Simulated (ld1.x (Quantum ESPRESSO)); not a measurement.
Reading a pseudo-wave (chromium (Cr))

Columns: radius, all-electron u(r) and pseudo u(r) of the 3d shell (level -1.94 eV) of chromium in the configuration [Ar] 3d5.5 4s0.5 4p0; PBE, scalar-relativistic, PAW scheme, ld1.x (Quantum ESPRESSO) 7.5.

| r (bohr) | all-electron | pseudo |
| --- | --- | --- |
| 0.213 | 0.2074 | 0.0104 |
| 0.425 | 0.5450 | 0.0742 |
| 0.638 | 0.7300 | 0.2085 |
| 0.850 | 0.7758 | 0.3798 |
| 1.062 | 0.7478 | 0.5295 |
| 1.275 | 0.6908 | 0.6098 |
| 1.488 | 0.6268 | 0.6114 |
| 1.700 | 0.5652 | 0.5649 |
| 1.912 | 0.5090 | 0.5090 |
| 2.125 | 0.4587 | 0.4587 |
| 2.338 | 0.4143 | 0.4143 |
| 2.550 | 0.3753 | 0.3753 |
| 2.762 | 0.3407 | 0.3407 |
| 2.975 | 0.3097 | 0.3097 |
| 3.188 | 0.2820 | 0.2820 |
| 3.400 | 0.2573 | 0.2573 |
| 3.613 | 0.2348 | 0.2348 |
| 3.825 | 0.2146 | 0.2146 |
| 4.038 | 0.1962 | 0.1962 |
| 4.250 | 0.1796 | 0.1796 |
| 4.462 | 0.1645 | 0.1645 |
| 4.675 | 0.1506 | 0.1506 |
| 4.888 | 0.1380 | 0.1380 |
| 5.100 | 0.1266 | 0.1266 |
| 5.313 | 0.1162 | 0.1162 |
| 5.525 | 0.1066 | 0.1066 |

(1) How many radial nodes do the two functions have?

(2) At about which radius was the pseudo-wave matched?

(3) Where does each function peak?

(4) Is the pseudo-wave norm-conserving?

Results:

(1) The all-electron 3d function has n − l − 1 = 0; the pseudo-wave has 0.

(2) 1.90 bohr, where the columns begin to agree (steps of 0.21 bohr).

(3) Outermost all-electron maximum near 0.85 bohr, pseudo maximum near 1.49 bohr (to the table’s step).

(4) No, it belongs to a PAW set: the norm inside the radius is not constrained, and the difference is carried by the augmentation charge.
